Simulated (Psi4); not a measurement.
Psi4 input (wB97X-D/6-31G*):

```
memory 1500 MB

molecule {
1 2
C     2.37485800   -0.50137200   -0.28116500
C     1.38072200   -0.28400400    0.57801800
Si   -0.35902500    0.07712800    0.06539100
O    -0.43029100    0.42559100   -1.54385800
O    -1.39608800   -1.17682400    0.28015700
O    -0.86419100    1.29589200    1.03572500
H     2.21863500   -0.46874100   -1.35440100
H     3.38516700   -0.72607000    0.04417000
H     1.60248300   -0.33583400    1.64127300
H     0.08532900    1.16951400   -1.86449600
H    -1.46419300   -1.82174400   -0.42821100
H    -1.80999800    1.45807900    1.08888000
symmetry c1
no_reorient
no_com
}

set {
  basis 6-31G*
  reference uks
  scf_type pk
  dft_radial_points 99
  dft_spherical_points 590
  e_convergence 1e-8
  d_convergence 1e-7
  maxiter 150
}

e = energy('wb97x-d')
print_out(f'\nFINAL {e:.10f} DIPOLE {variable("CURRENT DIPOLE")[0]:.6f} {variable("CURRENT DIPOLE")[1]:.6f} {variable("CURRENT DIPOLE")[2]:.6f}\n')
```

From the output:

```
      55A      0.749529    56A      0.770019    57A      0.775821
      58A      0.796163    59A      0.823302    60A      0.837804
      61A      0.843444    62A      0.855742    63A      0.882800
      64A      0.901804    65A      0.963589    66A      0.978733
      67A      0.992176    68A      1.051271    69A      1.083462
      70A      1.112327    71A      1.122535    72A      1.138507
      73A      1.214164    74A      1.234941    75A      1.310709
      76A      1.326640    77A      1.437516    78A      1.600942
      79A      1.617139    80A      1.624231    81A      1.656379
      82A      1.657613    83A      1.726582    84A      1.769954
      85A      1.802113    86A      1.832086    87A      1.834411
      88A      1.925472    89A      1.977312    90A      2.009886
      91A      2.164117    92A      2.229931    93A      2.289094
      94A      2.301263    95A      2.366374    96A      2.411109
      97A      2.545201    98A      2.573995    99A      2.583205
     100A      2.612898   101A      2.868636   102A      3.551758
     103A      3.622360   104A      3.638298   105A      4.016944
     106A      4.145126

    Final Occupation by Irrep:
              A
    DOCC [    27 ]
    SOCC [     1 ]
    NA   [    28 ]
    NB   [    27 ]

  @UKS Final Energy:  -594.58368975006465

   => Energetics <=

    Nuclear Repulsion Energy =            317.4769034257115550
    One-Electron Energy =               -1437.9759920154901920
    Two-Electron Energy =                 567.9596456128924729
    DFT Exchange-Correlation Energy =     -42.0400106379085727
    Empirical Dispersion Energy =          -0.0042361352698346
    VV10 Nonlocal Energy =                  0.0000000000000000
    Total Energy =                       -594.5836897500646501

  UHF NO Occupations:
  HONO-2 :   26  A 1.9990218
  HONO-1 :   27  A 1.9976531
  HONO-0 :   28  A 1.0000000
  LUNO+0 :   29  A 0.0023469
  LUNO+1 :   30  A 0.0009782
  LUNO+2 :   31  A 0.0005027
  LUNO+3 :   32  A 0.0002157

Computation Completed

Properties will be evaluated at   0.000000,   0.000000,   0.000000 [a0]

Properties computed using the SCF density matrix

 Multipole Moments:

 ------------------------------------------------------------------------------------
     Multipole            Electronic (a.u.)      Nuclear  (a.u.)        Total (a.u.)
 ------------------------------------------------------------------------------------

 L = 1.  Multiply by 2.5417464519 to convert [e a0] to [Debye]
 Dipole X            :          1.1428612           -0.0000132            1.1428480
 Dipole Y            :         -0.2717857            0.0000227           -0.2717630
 Dipole Z            :         -0.5692496           -0.0000019           -0.5692515
 Magnitude           :                                                    1.3053750

 ------------------------------------------------------------------------------------

FINAL -594.5836897501 DIPOLE 1.142848 -0.271763 -0.569251

*** Psi4 exiting successfully. Buy a developer a beer!
```

The dipole moment of an ion depends on the origin.

The geometry given is a B3LYP-D3(BJ)/def2-TZVP minimum of the species of charge 0 and multiplicity 1, not of this state.
